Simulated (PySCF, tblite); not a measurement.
Species: C4H7F3O3.
SMILES with atom numbers: `[CH3:1][O:2][C:3]([F:4])([O:5][CH3:6])[O:7][CH:8]([F:9])[F:10]` (hydrogens: H11, H12, H13 on C1; H14, H15, H16 on C6; H17 on C8)

Cartesian coordinates in Å at the GFN2-xTB level; atoms count from 1:
```xyz
17
C4H7F3O3 angstrom
C     -1.7315   -1.5493    0.4898
O     -1.2045   -0.2204    0.5649
C     -0.0484   -0.0014   -0.0717
F     -0.2685   -0.1529   -1.4671
O      0.4446    1.2335    0.1332
C     -0.4761    2.3148   -0.0483
O      0.9051   -0.9481    0.2543
C      2.1702   -0.7123   -0.2026
F      2.9412   -0.1916    0.7676
F      2.7244   -1.8883   -0.5240
H     -2.6870   -1.4957    1.0044
H     -1.8746   -1.8418   -0.5516
H     -1.0644   -2.2518    0.9886
H     -1.2795    2.2561    0.6855
H      0.1198    3.2102    0.1033
H     -0.8864    2.2939   -1.0595
H      2.2085   -0.0428   -1.0767
```

Theory: PBE0/pcSseg-1 in PySCF (dipole) on a GFN2-xTB geometry, gas phase.

Masses are those of the commonest isotopes; rigid-rotor values at the optimised geometry. The values belong to one conformer with, in the numbering `[CH3:1][O:2][C:3]([F:4])([O:5][CH3:6])[O:7][CH:8]([F:9])[F:10]`, C1–O2–C3–F4 66°, O2–C3–O5–C6 -49°, O2–C3–O7–C8 -172°, C3–O7–C8–F9 100°.

(1) What are A, B and C (MHz)?

(2) Classify the top.

(3) What does the inertial defect say?

(4) Give the other two planar moments, Paa and Pbb, and the rms extents of the mass along the axes.

(5) List the rotational levels J(Ka,Kc) to J = 3 (MHz).

(6) Which types of transition are allowed, and where do some lines up to J = 4 fall?

(7) Estimate the classical rotational partition function at 100 K, 200 K and 298.15 K.

Answers

(1) Ia = 270.97, Ib = 503.26, Ic = 630.33 u·Å²; 505379 MHz·u·Å²/I gives A = 1865, B = 1004, C = 801.8 MHz.

(2) An asymmetric top: κ = (2 × 1004 − 1865 − 801.8)/(1865 − 801.8) = -0.62.

(3) Not planar: Δ = Ic − Ia − Ib = -143.91 u·Å². For a rigid frame Δ = −2 Σ m c², so Σ m c² = 71.96 u·Å² lies off the ab plane: 5.38 from hydrogen and 66.57 from heavier atoms. The atom farthest from that plane is 1.43 Å away.

(4) Paa = Σ m a² = (Ib + Ic − Ia)/2 = 431.31 and Pbb = Σ m b² = (Ia + Ic − Ib)/2 = 199.02 u·Å². With the mass M = 160.03 u, the rms extents √(P/M) along a, b and c are 1.64, 1.12, 0.67 Å.

(5) Above 0(0,0):
J = 1: 1(0,1) 1806, 1(1,1) 2667, 1(1,0) 2869
J = 2: 2(0,2) 5386, 2(1,2) 6076, 2(1,1) 6684, 2(2,1) 9266, 2(2,0) 9298
J = 3: 3(0,3) 10682, 3(1,3) 11172, 3(1,2) 12384, 3(2,2) 14684, 3(2,1) 14838, 3(3,1) 19513, 3(3,0) 19516
The levels of one J sum to (2J + 1)J(J + 1)(A + B + C)/3.

(6) The dipole components are |μa| = 3.08 D, |μb| = 0.12 D, |μc| = 0.40 D. The squared components, which scale the intensities, stand as 1.00 : 0.00 : 0.02 (a : b : c). Some lines, for components of 0.1 D or more:

```
type  branch         J(Ka,Kc)    MHz  lower level (cm⁻¹)
   c       Q  4(1,4) ← 4(0,4)    309               0.588
   a       Q  4(2,2) ← 4(2,3)    432               0.730
   c       Q  3(1,3) ← 3(0,3)    490               0.356
   c       Q  2(1,2) ← 2(0,2)    690               0.180
   b       Q  2(1,1) ← 2(0,2)   1297               0.180
   a       R  1(0,1) ← 0(0,0)   1806               0.000
   b       Q  4(1,3) ← 4(0,4)   2312               0.588
   c       R  1(1,0) ← 0(0,0)   2869               0.000
   b       Q  2(2,1) ← 2(1,2)   3190               0.203
   a       R  2(0,2) ← 1(0,1)   3580               0.060
   a       R  2(1,1) ← 1(1,0)   3814               0.096
   b       Q  4(2,3) ← 4(1,4)   3947               0.598
   b       R  2(2,0) ← 1(1,1)   6631               0.089
   c       Q  4(4,1) ← 4(3,1)   6664               0.894
   b       R  4(1,4) ← 3(0,3)   7254               0.356
   a       R  4(1,3) ← 3(1,2)   7555               0.413
   c       R  4(2,3) ← 3(1,3)  10711               0.373
   b       R  4(3,1) ← 3(2,2)  12129               0.490
   b       R  4(4,0) ← 3(3,1)  13965               0.651
```

(7) Point group C1, symmetry number σ = 1; q = (√π/σ)·√((kT/h)³/(ABC)), k/h = 20836.6 MHz/K: 138000 at 100 K, 389000 at 200 K, 708000 at 298.15 K.

Its GFN2-xTB frequencies are all real (lowest 38 cm⁻¹). These are rigid-rotor constants of the computed structure; measured ground-state constants (B0) also hold zero-point vibration. A rigid rotor knows nothing of internal rotation, which can split or shift real lines.
